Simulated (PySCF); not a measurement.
```xyz
14

C     -2.1622     0.2964     0.1414
C     -1.5861    -0.9029    -0.1903
C     -0.1257    -0.6954    -0.1787
C      1.0880    -1.3065    -0.3745
C      2.1622    -0.2964    -0.1414
C      1.5861     0.9029     0.1903
C      0.1257     0.6954     0.1787
C     -1.0880     1.3065     0.3746
H     -3.2368     0.5041     0.2276
H     -2.1096    -1.8396    -0.4205
H      1.2742    -2.3539    -0.6547
H      3.2368    -0.5041    -0.2276
H      2.1096     1.8396     0.4206
H     -1.2742     2.3539     0.6547
```

Charge 0, multiplicity 1.

Give the Mulliken and meta-Löwdin atomic charges from PySCF 2.14.0 with ωB97X-D3(BJ)/def2-SVP // PBE-D3(BJ)/def2-SVP.


```csv
atom,Mulliken (e),meta-Löwdin (e)
C1,-0.05,-0.13
C2,0.05,-0.10
C3,-0.02,-0.03
C4,-0.03,-0.06
C5,-0.05,-0.13
C6,0.05,-0.10
C7,-0.02,-0.03
C8,-0.03,-0.06
H9,0.02,0.10
H10,0.01,0.11
H11,0.02,0.11
H12,0.02,0.10
H13,0.01,0.11
H14,0.02,0.11
```
